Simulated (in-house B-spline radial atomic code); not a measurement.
## Ionising Ga III (Ga2+) with different functionals

Computed with an all-electron radial atomic-structure program (B-spline basis): non-relativistic Hamiltonian, point nucleus, spin-polarised at highest spin, spherical fractional occupations for the functionals, the average over the highest-spin determinants for Hartree-Fock. The ionisation energy is the difference of two self-consistent energies, [Ar] 3d10 4s1 → [Ar] 3d10, without Breit or QED terms; ε is the level of the shell that loses the electron (its least bound occupied spin orbital). There is no spin-orbit coupling in this Hamiltonian.

```tsv
method	rung	ΔSCF (eV)	-ε(4s) (eV)
Hartree-Fock	Hartree-Fock	?	?
HF fractional	Hartree-Fock	29.19	29.29
LDA VWN5	LDA	31.40	26.58
LDA PW92	LDA	31.39	26.57
LDA exchange-only	LDA	30.38	25.64
PBE	GGA	31.09	26.25
PBEsol	GGA	30.99	26.28
BLYP	GGA	31.31	26.31
RPBE	GGA	30.90	26.09
PW91	GGA	31.18	26.37
BP86	GGA	31.11	26.43
AM05	GGA	30.95	26.25
OLYP	GGA	30.70	25.89
TPSS	meta-GGA	30.71	26.14
SCAN	meta-GGA	30.96	26.75
r2SCAN	meta-GGA	30.80	26.60
M06-L	meta-GGA	29.97	25.91
revTPSS	meta-GGA	30.62	26.12
PBE0	global hybrid	30.70	27.15
B3LYP	global hybrid	31.14	27.19
TPSSh	global hybrid	30.58	26.51
M06-2X	global hybrid	30.46	27.62
BHandHLYP	global hybrid	30.60	28.11
r2SCAN0	global hybrid	30.56	27.46
B97-1	global hybrid	?	?
HSE06	range-separated hybrid	30.78	26.86
wB97X	range-separated hybrid	30.20	29.35
CAM-B3LYP	range-separated hybrid	31.09	28.76
LC-wPBE	range-separated hybrid	30.70	30.03
```

(1) What does B97-1 give?

(2) What does Hartree-Fock give?

(3) Among the functionals, which spreads more, the ΔSCF values or the orbital energies?

(4) How do they compare with the NIST value?

Answers

(1) ΔSCF 30.44 eV, and -ε(4s) = 26.67 eV.

(2) ΔSCF 29.19 eV, and -ε(4s) = 29.29 eV.

(3) The orbital energies: ΔSCF values span about 1.43 eV and the orbital energies 4.39 eV.

(4) NIST lists 30.726 eV (measured, ground level to ground level). Errors run from -1.54 to +0.67 eV; TPSS is closest (-0.01 eV), but part of that can be cancellation, since the calculations leave out relativity, Breit-QED terms. Hartree-Fock also lacks correlation.
